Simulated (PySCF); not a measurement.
Mean harmonic wavenumber (cm⁻¹) of eight silicon and germanium compounds: PBE-D3(BJ) beside B3LYP-D3(BJ), computed with PySCF for isolated molecules in the bases named; differences from unrounded values. The eight are the first of their class met in an unordered collection, after screening for sound electronic states; none was chosen by its value. Each level has its own optimised geometry.

```
molecule                                                   basis  B3LYP-D3(BJ)  PBE-D3(BJ)  difference
------------------------------------------------------  --------  ------------  ----------  ----------
C₄H₉FSi, SMILES C[C@H]1C[C@@]1(F)[SiH3]                 def2-SVP          1303        1266         -37
C2H10Si4, SMILES [Si@H]1([SiH2][SiH3])[SiH2]C=C1        def2-SVP          1045        1012         -33
C3H13NSi2, SMILES [SiH3][C@H](N[SiH2]C)C                def2-SVP          1297        1260         -36
Cl₃H₃OSi₂, SMILES Cl[SiH2]O[SiH](Cl)Cl                  def2-SVP           776         750         -26
Si(F)2(vinyl)(OH) (C2H4F2OSi), SMILES [Si](C=C)(F)(O)F  def2-SVP          1151        1119         -32
C3H11ClSi2, SMILES [Si@@H](Cl)([SiH2]C)CC               def2-SVP          1266        1233         -34
FH₆NOSi₂, SMILES O[SiH2]N[SiH2]F                        def2-SVP          1121        1087         -34
C3H5ClOSi, SMILES C=C=C(Cl)[SiH2]O                      def2-SVP          1115        1081         -34
```

PBE-D3(BJ) lies below B3LYP-D3(BJ) in 8 and above it in 0 of the eight; the mean signed difference is -33 and the largest -37 cm⁻¹.
